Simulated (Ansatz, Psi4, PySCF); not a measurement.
CH5AlO2, charge +1, doublet, at a GFN2-xTB geometry (such geometries of metal compounds can be far from the true shape) (a state made from the parent by changing its charge; the spin is typed, not shown lowest). Base run: MP2/6-311G** run with PySCF.

PySCF was given this input:
```python
from pyscf import gto, scf, mp

mol = gto.Mole()
mol.atom = '''
    Al    0.17618964    0.16585162    0.01209088
    C    -1.36611586   -1.29259627   -0.09020564
    H    -0.95340228   -2.12659349   -0.65619572
    H    -2.07484102   -0.65632500   -0.62522785
    H    -1.63231993   -1.55004014    0.93367067
    O    -0.33986226    1.48049779   -0.80667600
    H    -0.11474906    2.36435500   -1.09400626
    O     1.41811254   -0.42120532    0.86289216
    H     2.05553972   -0.90622941    1.37608231
'''
mol.basis = '6-311g**'
mol.charge = 1
mol.spin = 1
mol.verbose = 4
mol.build()

mf = scf.UHF(mol)
mf.kernel()

pt = mp.MP2(mf)
pt.kernel()
print('E(MP2) = %.10f' % pt.e_tot)
```

The same geometry, method and basis name were run in Ansatz (an electronic-structure program) and Psi4 and PySCF, at each program's defaults and at the settings that a row names. The base is PySCF at its defaults. Differences at the defaults can come from grids, fitting, cores and function types together.

| code and settings | ΔE vs base (mEh) | basis functions | E (Eh) | SCF cycles |
|---|---|---|---|---|
| PySCF, defaults (exact integrals, spherical functions, all electrons correlated) | 0.000 | 110 | -433.04972 | 14 |
| Psi4, defaults (density fitting with its default set, spherical functions, all electrons correlated) | 0.384 | 110 | -433.04934 | 15 |
| Ansatz, defaults (factorised integrals, Cartesian functions, frozen core) | 180.6 | 111 | -432.86911 | - |
| PySCF, frozen core | 181.1 | 110 | -432.86863 | 14 |
| Psi4, exact integrals, spherical functions, frozen core | 181.1 | 110 | -432.86863 | 15 |
| Ansatz, high accuracy, frozen core, Cartesian functions as the basis file defines them | 180.6 | 111 | -432.86912 | - |

Open shells are given as the SCF converged; they aren't shown to be the lowest states, and a large step between rows can be another state.
